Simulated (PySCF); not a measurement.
Compound: C4H12AlSi (charge -1).
Numbering: `[CH2:1]=[C:2]([AlH3-:3])[SiH2:4][CH2:5][CH3:6]` (hydrogens: H7, H8 on C1; H9, H10, H11 on Al3; H12, H13 on Si4; H14, H15 on C5; H16, H17, H18 on C6)

The closed-shell SCF was solved with PySCF and density fitting under several settings on one GFN2-xTB geometry (grid level 2 and gas phase unless stated).

| settings | basis functions | SCF cycles | E (Eh) | HOMO (eV) | LUMO (eV) |
| --- | --- | --- | --- | --- | --- |
| PBE0/6-31++G** | 188 | 13 | -691.1191 | -2.60 | 2.62 |
| B97-D/pcSseg-1, start guess huckel, energy threshold 1e-08 Eh | 176 | 15 | -691.4004 | -1.36 | 2.95 |

Question: Estimate the rows for these settings: (1) wB97X/MINI, grid level 4; (2) PBE0/def2-SVPD, energy threshold 1e-11 Eh; (3) BP86/6-31G, IEF-PCM chloroform, energy threshold 1e-08 Eh.

Answer: 
| settings | basis functions | SCF cycles | E (Eh) | HOMO (eV) | LUMO (eV) |
| --- | --- | --- | --- | --- | --- |
| wB97X/MINI, grid level 4 | 50 | 12 | -687.2935 | -5.90 | 5.52 |
| PBE0/def2-SVPD, energy threshold 1e-11 Eh | 224 | 12 | -690.8679 | -2.59 | 3.52 |
| BP86/6-31G, IEF-PCM chloroform, energy threshold 1e-08 Eh | 86 | 10 | -691.5619 | -4.45 | 0.30 |

Question: Over all rows, what range does the HOMO–LUMO gap span?

Answer: From 4.31 eV (B97-D/pcSseg-1, start guess huckel, energy threshold 1e-08 Eh) to 11.42 eV (wB97X/MINI, grid level 4). The functional of the narrowest has no exact exchange, that of the widest range-separated exact exchange.

Question: Compare two rows with the functional PBE0: PBE0/6-31++G** and PBE0/def2-SVPD, energy threshold 1e-11 Eh. Which energy is lower, and by how much?

Answer: PBE0/6-31++G** (188 functions) lies 0.2512 Eh or 158 kcal/mol below PBE0/def2-SVPD, energy threshold 1e-11 Eh (224 functions). The smaller set gives the lower energy; the two sets aren't nested, so the variational bound doesn't order them by size.

Whole jobs, the steps after the SCF included, on one thread, Arm Neoverse N1 (aarch64) (shared host):

| settings | work after the SCF | wall time | peak memory |
| --- | --- | --- | --- |
| PBE0/6-31++G** | 1 singlet by full TDDFT, 5 Tamm–Dancoff triplets, polarisability, density and orbital grids written | 52 s | 0.74 GiB |
| B97-D/pcSseg-1, start guess huckel, energy threshold 1e-08 Eh | shieldings, charges and field gradients, density and orbital grids written | 74 s | 0.76 GiB |
| wB97X/MINI, grid level 4 | 1 singlet by full TDDFT, polarisability | 15 s | 0.54 GiB |
| PBE0/def2-SVPD, energy threshold 1e-11 Eh | 25 singlets by TDA, 5 Tamm–Dancoff triplets, polarisability | 77 s | 0.96 GiB |
| BP86/6-31G, IEF-PCM chloroform, energy threshold 1e-08 Eh | 25 singlets by full TDDFT, 5 Tamm–Dancoff triplets, polarisability | 27 s | 0.77 GiB |

B97-D ran without the empirical dispersion term, which would shift the total energy alone. Cycle counts include a coarse-grid stage where the run had one. All basis functions are spherical, in the Pople sets too. One conformer (not necessarily the lowest) at the GFN2-xTB geometry, without vibrations or thermal averaging.

Shape of the structure used: `[CH2:1]=[C:2]([AlH3-:3])[SiH2:4][CH2:5][CH3:6]`: C1–C2–Si4–C5 -138°, C2–Si4–C5–C6 -59°.
